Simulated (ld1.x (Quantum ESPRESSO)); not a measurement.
# carbon (C): one change to a TM potential, before and after

ld1.x (Quantum ESPRESSO) 7.5 input, shortened:

```
&input
   title='C', zed=6., rel=0, dft='PZ', iswitch=3,
   config='[He] 2s2 2p1'
 /
 &inputp
   pseudotype=2, tm=.true., lloc=-1, rcloc=1.00,
   nlcc=.true., new_core_ps=.true.
 /
2
2S  1  0   2.00   0.00  0.80  0.80  0.0
2P  2  1   1.00   0.00  2.50  2.50  0.0
 &test
   configts(1)='2s2 2p1'
 /
```

All-electron outer shells of the reference configuration (LDA (PZ), non-relativistic, ld1.x):

```
shell  level (eV)  outermost node (bohr)  outermost maximum (bohr)
   2s      -25.59                   0.38                      1.17
   2p      -17.13                      –                      1.10
```

Change: wave 2p (bound): rc 2.50 bohr becomes 2p (bound): rc 3.22 bohr.

Cutoffs: the cutoffs (Ry, on a coarse ladder) from which the occupation-weighted sum of valence levels, in a spherical-Bessel basis at the reference potential, stays within 10 and 1 mRy of its value at 400 Ry; they do not see the model core or the augmentation charge, which bear on the density cutoff. Errors are all-electron minus pseudo energies relative to the spin-unpolarised reference configuration.

What does the change do?

The potential gets neither clearly harder nor softer (100 Ry and 230 Ry → 100 Ry and 230 Ry); the s channel sets the loose cutoff, while the largest relative change is in p, which becomes softer; of the 9 tests that both files solve, the error grows in 9 and shrinks in 0 by more than 15 % and 0.3 meV (median size 80.2 → 191.5 meV); neither file shows a bound ghost. More of the atom is replaced by a form fitted at one configuration, so other configurations suffer.

```tsv
quantity	base	changed
cutoff, loose	100 Ry	100 Ry
cutoff, tight	230 Ry	230 Ry
loose cutoff by channel (10 mRy a level)	s 90 Ry, p 21 Ry	s 90 Ry, p 15 Ry
bound ghosts	none	none
error for 2s2 2p2, meV [ΔE -10.99 eV]	+64	+172
error for 2s2 2p0, meV [ΔE 24.26 eV]	+253	+533
error for 2s1 2p0, meV [ΔE 72.21 eV]	+631	+1293
error for 2s2 2p2.3, meV [ΔE -12.19 eV]	+80	+224
error for 2s1 2p2, meV [ΔE 8.48 eV]	+6.6	-22
error for 2s2 2p1.5, meV [ΔE -6.96 eV]	+25	+62
error for 2s0 2p4, meV [ΔE 5.50 eV]	+250	+508
error for 2s2 2p1 (spin-polarised), meV [ΔE -0.40 eV]	+6.2	-11
error for 2s2 2p2 (spin-polarised), meV [ΔE -12.12 eV]	+102	+192
```
